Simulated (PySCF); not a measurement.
Computed IR spectrum (relative IR intensity) of a molecule C₅H₈S. The structure is a stationary point at PBE0-D3(BJ)/def2-SVP. The values are those of a single conformer. Method: PBE0-D3(BJ)/def2-SVP (PySCF 2.14.0). Frequencies are harmonic and unscaled.

| ν (cm⁻¹) | relative intensity |
|---|---|
| 38 | 5.4 |
| 155 | 4.7 |
| 279 | 9.0 |
| 325 | 3.0 |
| 487 | 2.6 |
| 526 | 7.0 |
| 609 | 5.9 |
| 650 | 17 |
| 870 | 100 |
| 942 | 6.3 |
| 958 | 5.8 |
| 973 | 26 |
| 1125 | 43 |
| 1277 | 32 |
| 1326 | 5.3 |
| 1380 | 7.6 |
| 1434 | 30 |
| 1439 | 13 |
| 1448 | 20 |
| 1457 | 29 |
| 1474 | 9.7 |
| 2088 | 72 |
| 3053 | 31 |
| 3060 | 54 |
| 3140 | 21 |
| 3171 | 27 |
| 3180 | 4.4 |

### Question
Pick the molecule that these values belong to.
(A) C=C1CC(S)C1
(B) C=C1C[C@H](C)S1
(C) C=C=C(C)SC
(D) C=C[C@@H]1C[C@H]1S

### Answer
C, C=C=C(C)SC
